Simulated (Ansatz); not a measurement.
Start from `[F][In]([F])[Br]` and change one atom or group to get `[F][In]([F])[SeH]`.

Ansatz, PBE0-D4/def2-TZVP geometries, multiplicity 1. Each molecule was computed in one conformer, which needn't be the lowest.

Elements past krypton have def2 core potentials. Scalar relativity is left out up to krypton.

```json
{"property": "HOMO–LUMO gap (PBE/def2-TZVPP) / eV", "`[F][In]([F])[Br]`": "3.91"}
{"property": "LUMO energy (B3LYP/def2-TZVPP) / eV", "`[F][In]([F])[Br]`": "-3.54"}
{"property": "size of the dipole moment (ωB97M-V/def2-TZVPP) / D", "`[F][In]([F])[Br]`": "1.66"}
{"property": "HOMO energy (ωB97M-V/def2-TZVPP) / eV", "`[F][In]([F])[Br]`": "-11.56"}
{"property": "size of the dipole moment (PBE/def2-TZVPP) / D", "`[F][In]([F])[Br]`": "1.63"}
{"property": "LUMO energy (ωB97M-V/def2-TZVPP) / eV", "`[F][In]([F])[Br]`": "-1.20"}
```

Question: Give the same properties after the change, and the shifts. (Estimate.)

Answer: Ansatz gave: 
| property | `[F][In]([F])[SeH]` | shift |
| --- | --- | --- |
| HOMO–LUMO gap (PBE/def2-TZVPP) / eV | 3.44 | -0.47 |
| LUMO energy (B3LYP/def2-TZVPP) / eV | -3.01 | 0.53 |
| size of the dipole moment (ωB97M-V/def2-TZVPP) / D | 3.09 | 1.43 |
| HOMO energy (ωB97M-V/def2-TZVPP) / eV | -10.30 | 1.26 |
| size of the dipole moment (PBE/def2-TZVPP) / D | 3.07 | 1.44 |
| LUMO energy (ωB97M-V/def2-TZVPP) / eV | -0.76 | 0.44 |

With PBE0 the HOMO rises by 1.17 eV and the LUMO rises by 0.50 eV, so the gap narrows by about 0.67 eV. PBE moves the HOMO by 1.01 eV and ωB97M-V by 1.26 eV. The zero-point energy changes by 19.3 kJ/mol with +3 modes. Dipoles are sizes alone; their direction can turn.

B3LYP here is the variant with VWN-RPA as its local correlation; programs differ in this.

Spin–orbit coupling is left out; it splits and shifts lone-pair levels of the heavy atoms by tenths of an eV.
